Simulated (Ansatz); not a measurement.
A run on `BN([SiH2][SiH3])[Si](C)(C)C` with other settings.

```yaml
crystal:
  periodic: [false, false, false]
  atoms:
    - {symbol: B, position_ang: [0.180246, -1.017416, -1.966951]}
    - {symbol: N, position_ang: [-0.223372, -0.575677, -0.695229]}
    - {symbol: Si, position_ang: [-0.740291, -1.836136, 0.417173]}
    - {symbol: Si, position_ang: [1.099682, -3.002072, 1.274613]}
    - {symbol: Si, position_ang: [-0.199812, 1.120145, -0.182267]}
    - {symbol: C, position_ang: [0.637152, 2.172471, -1.472351]}
    - {symbol: C, position_ang: [-1.962040, 1.688523, 0.066461]}
    - {symbol: C, position_ang: [0.745096, 1.219806, 1.428263]}
    - {symbol: H, position_ang: [0.560511, -0.246625, -2.801086]}
    - {symbol: H, position_ang: [0.143814, -2.194101, -2.219346]}
    - {symbol: H, position_ang: [-1.475771, -1.198196, 1.546329]}
    - {symbol: H, position_ang: [-1.679370, -2.764206, -0.264961]}
    - {symbol: H, position_ang: [1.885268, -3.614189, 0.169191]}
    - {symbol: H, position_ang: [0.657740, -4.079004, 2.203135]}
    - {symbol: H, position_ang: [1.987332, -2.068387, 2.021134]}
    - {symbol: H, position_ang: [0.095568, 2.167345, -2.420172]}
    - {symbol: H, position_ang: [0.680387, 3.205423, -1.114229]}
    - {symbol: H, position_ang: [1.659197, 1.840173, -1.666784]}
    - {symbol: H, position_ang: [-2.525453, 1.624375, -0.868027]}
    - {symbol: H, position_ang: [-2.479243, 1.082951, 0.814548]}
    - {symbol: H, position_ang: [-1.987775, 2.728423, 0.403931]}
    - {symbol: H, position_ang: [1.774720, 0.875467, 1.301460]}
    - {symbol: H, position_ang: [0.778783, 2.253297, 1.784372]}
    - {symbol: H, position_ang: [0.282629, 0.617210, 2.214095]}
basis:
  gaussian: {orbitals: def2-SVP}
total_charge: 1
magnetization: {spin_polarized: true, initial_magnetization: 1}
hamiltonian: {xc: {name: B97}, pseudopotentials: {relativity: scalar}}
output: {forces: true}
```

```sh
$ ansatz run in.yaml --threads 4 --pin off --events-out ev --progress --plain --max-ram 41984MiB --backend cpu
```

It prints (some lines left out):

```
Functional definition: B97
2051 factors; integrals over basis functions are off by at most 1.2e-3 eV
mean field evaluation 1: about -29171.1028 eV, gradient 7.0e1 eV
mean field evaluation 2: about -29089.2712 eV, gradient 1.3e2 eV
mean field evaluation 4: about -29193.9457 eV, gradient 1.3e1 eV
mean field evaluation 8: about -29194.8578 eV, gradient 5.4e-1 eV
mean field evaluation 16: about -29195.0476 eV, gradient 1.2e-2 eV
mean field evaluation 32: about -29195.0476 eV, gradient 2.6e-5 eV
mean field -29195.04762554 eV, -1072.8982111246 hartree, gradient 2.6e-5 eV, S^2 0.754334; 7 other end points of the search recorded, 0 dependent functions left out
reference -29195.04765970 eV, -1072.8982123801 hartree; 44, 43 occupied and 160, 161 virtual orbitals, 2051 factors
Total energy: -29195.04765970 eV, -1072.8982123801 hartree
Relativity: scalar
Atom 0 at     0.180246    -1.017416    -1.966951 Å, force     0.650544    -0.757738    -2.173108 eV/Å
Atom 1 at    -0.223372    -0.575677    -0.695229 Å, force    -0.545390    -0.111683     1.838120 eV/Å
Atom 2 at    -0.740291    -1.836136     0.417173 Å, force    -1.590711     0.308202     0.091372 eV/Å
Atom 3 at     1.099682    -3.002072     1.274613 Å, force     1.592083    -0.871451     0.496170 eV/Å
Atom 4 at    -0.199812     1.120145    -0.182267 Å, force     0.852805     1.616385    -0.396559 eV/Å
Atom 5 at     0.637152     2.172471    -1.472351 Å, force    -0.142061    -0.283473     0.147325 eV/Å
Atom 6 at    -1.962040     1.688523     0.066461 Å, force    -0.741833    -0.252508     0.120008 eV/Å
Atom 7 at     0.745096     1.219806     1.428263 Å, force     0.004538    -0.310986     0.475642 eV/Å
Atom 8 at     0.560511    -0.246625    -2.801086 Å, force    -0.103256     0.064808    -0.062082 eV/Å
Atom 9 at     0.143814    -2.194101    -2.219346 Å, force     0.086385    -0.113550     0.068875 eV/Å
Atom 10 at    -1.475771    -1.198196     1.546329 Å, force     0.216620    -0.006613     0.115775 eV/Å
Atom 11 at    -1.679370    -2.764206    -0.264961 Å, force     0.207809    -0.258656    -0.186119 eV/Å
Atom 12 at     1.885268    -3.614189     0.169191 Å, force    -0.189477     0.113845    -0.216358 eV/Å
Atom 13 at     0.657740    -4.079004     2.203135 Å, force    -0.439997     0.109016    -0.055388 eV/Å
Atom 14 at     1.987332    -2.068387     2.021134 Å, force    -0.202550     0.259028    -0.063561 eV/Å
Atom 15 at     0.095568     2.167345    -2.420172 Å, force    -0.169252     0.055186    -0.334194 eV/Å
Atom 16 at     0.680387     3.205423    -1.114229 Å, force     0.005758     0.303525     0.119212 eV/Å
Atom 17 at     1.659197     1.840173    -1.666784 Å, force     0.358959    -0.058343    -0.070740 eV/Å
Atom 18 at    -2.525453     1.624375    -0.868027 Å, force    -0.080339    -0.039560    -0.357920 eV/Å
Atom 19 at    -2.479243     1.082951     0.814548 Å, force    -0.129438    -0.218218     0.271709 eV/Å
Atom 20 at    -1.987775     2.728423     0.403931 Å, force     0.277590     0.336327     0.088456 eV/Å
Atom 21 at     1.774720     0.875467     1.301460 Å, force     0.329370    -0.098639    -0.178423 eV/Å
Atom 22 at     0.778783     2.253297     1.784372 Å, force    -0.091573     0.357192    -0.029901 eV/Å
Atom 23 at     0.282629     0.617210     2.214095 Å, force    -0.156584    -0.142095     0.291691 eV/Å
Dipole moment:    -0.100663    -0.189109     0.228520 e Å
```

Run time 29 s (4 threads of an AMD EPYC 7R13 on a shared host); peak host memory 1.3 GiB.
